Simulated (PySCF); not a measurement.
**$^{29}$Si chemical shifts**

Relativity neglected, no solvent, fast rotation and ring inversion assumed for equivalent nuclei, one computed conformer. GFN2-xTB geometry; GIAO PBE0/pcSseg-1 shieldings; PySCF.

Shieldings were converted by a linear fit to measured shifts: $^{29}$Si: δ = 279.94 − 0.822σ (rms 8.9 ppm, 72 shifts, 25.8 ppm with the 6 outliers that the fit left out vs TMS, solution or neat liquid). Occasional misses reach two or three times the rms, and more in compound classes unlike the fitted ones.

Q: Give the $^{29}$Si shifts of `C#C[Si@@H]1CC(=C)[C@H]1C=C`, `O=[P@@H]1CC[C@@H]([SiH3])C1`.

A: 
```
                   compound                                     environment  δ (ppm)
 C#C[Si@@H]1CC(=C)[C@H]1C=C  silicon bonded to 3 C, H, in a 4-membered ring    -44.2
O=[P@@H]1CC[C@@H]([SiH3])C1                        silicon bonded to C, 3 H    -61.5
```

Q: Order these by $^{29}$Si shift, lowest first.
A. O[SiH2]C1C=C1
B. O=C=C(C=O)[C@H]([SiH3])CF
C. C[C@@]1(F)C=CO[SiH2]C1=O
D. C=CC(=O)[SiH3]

A: D (-80.5 ppm, silicon bonded to C, 3 H), B (-62.9 ppm, silicon bonded to C, 3 H), C (-41.2 ppm, silicon bonded to C, O, 2 H, in a 6-membered ring), A (-24.1 ppm, silicon bonded to C, O, 2 H).
